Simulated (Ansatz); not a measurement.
`B[CH2][Zn][GaH2]`. Total charge 0; spin multiplicity 1.

Cartesian coordinates in Å:
```
B -0.4080 1.1939 -1.6279
C -1.0289 -0.1330 -1.3323
Zn 0.0340 -0.3654 0.3787
Ga 1.2073 -0.8682 2.4669
H 0.6296 1.2680 -2.2329
H -0.8730 2.2075 -1.1764
H -0.7311 -1.0232 -1.8922
H -2.0544 -0.1943 -0.9590
H 2.0727 -2.1764 2.6546
H 1.1518 0.0910 3.7205
```

Task: What are the harmonic wavenumbers in cm⁻¹ at PBE0-D4/def2-TZVP (Ansatz, finite differences of forces, unscaled)? (An estimate is asked.)

Result: The calculation gave: 6i, 70, 79, 136, 218, 274, 356, 453, 517, 650, 758, 864, 895, 983, 1061, 1089, 1266, 1438, 1920, 1927, 2533, 2597, 3068, 3137.
